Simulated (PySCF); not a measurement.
## Bonding in `CCO/C(OC)=C(/C)CF`

C₇H₁₃FO₂.
Atom-mapped SMILES: `[CH3:1][CH2:2][O:3]/[C:4]([O:5][CH3:6])=[C:7](/[CH3:8])[CH2:9][F:10]` (hydrogens: H11, H12, H13 on C1; H14, H15 on C2; H16, H17, H18 on C6; H19, H20, H21 on C8; H22, H23 on C9)

Geometry (PBE0-D3(BJ)/def2-SVP, Å), atoms numbered from 1 in this order:
```
atom  x, y, z in Å
C1     2.514   -0.005   -0.728
C2     1.790    0.986    0.154
O3     0.761    0.359    0.924
C4    -0.425    0.225    0.290
O5    -1.084    1.380    0.053
C6    -1.151    2.299    1.123
C7    -0.930   -0.963   -0.091
C8    -2.274   -1.095   -0.734
C9    -0.106   -2.196    0.037
F10    0.331   -2.621   -1.213
H11    3.261    0.513   -1.349
H12    3.037   -0.761   -0.123
H13    1.815   -0.531   -1.394
H14    2.472    1.442    0.886
H15    1.348    1.800   -0.447
H16   -1.761    3.141    0.774
H17   -0.156    2.669    1.415
H18   -1.631    1.845    2.007
H19   -2.788   -0.128   -0.798
H20   -2.168   -1.499   -1.754
H21   -2.913   -1.801   -0.177
H22    0.774   -2.025    0.672
H23   -0.704   -3.021    0.463
```

Bond orders from the PBE0/pcSseg-1 density (PySCF). One conformer (not necessarily the lowest) at the PBE0-D3(BJ)/def2-SVP geometry, without solvent, vibrations or thermal averaging.

Task: Where do the orders between heavy atoms depart from those drawn in the SMILES?

Result: The largest departure is 0.318, at C4–C7 (drawn double, 1.682). Drawn single, order below 0.88: C2–O3 (0.854) and C9–F10 (0.864). Drawn double or triple, more than 0.30 short of the drawn order: C4–C7 (1.682).

Task: Give the Mayer order of every bond, beside its length.

Result: 
```csv
bond,drawn as,length (Å),Mayer order
C1–C2,single,1.512,1.073
C2–O3,single,1.430,0.854
O3–C4,single,1.352,1.015
C4–O5,single,1.351,1.013
O5–C6,single,1.412,0.891
C4–C7,double,1.346,1.682
C7–C8,single,1.496,1.075
C7–C9,single,1.489,1.100
C9–F10,single,1.390,0.864
C1–H11,single,1.101,0.960
C1–H12,single,1.100,0.959
C1–H13,single,1.100,0.944
C2–H14,single,1.100,0.956
C2–H15,single,1.104,0.939
C6–H16,single,1.097,0.972
C6–H17,single,1.101,0.957
C6–H18,single,1.103,0.960
C8–H19,single,1.097,0.954
C8–H20,single,1.103,0.951
C8–H21,single,1.103,0.943
C9–H22,single,1.099,0.936
C9–H23,single,1.104,0.938
```

Bonds between the same two heavy elements. C–C: lowest C1–C2 and C7–C8 (1.073, 1.512 Å), highest C4–C7 (1.682, 1.346 Å). C–O: lowest C2–O3 (0.854, 1.430 Å), highest O3–C4 and C4–O5 (1.015, 1.352 Å). Bonds named together lie within 0.004.

Task: Sum the orders of all bonds at each heavy atom with more than one neighbour and set the sums beside the valence in the SMILES.

Result: C1 3.936 (drawn 4), C2 3.822 (drawn 4), O3 1.869 (drawn 2), C4 3.710 (drawn 4), O5 1.904 (drawn 2), C6 3.780 (drawn 4), C7 3.857 (drawn 4), C8 3.923 (drawn 4), C9 3.838 (drawn 4). Orders between atoms that aren't bonded are not in these sums.

The Mayer order sums products of elements of PS (density times overlap matrix) between the two atoms' basis functions, so it depends on the basis set.
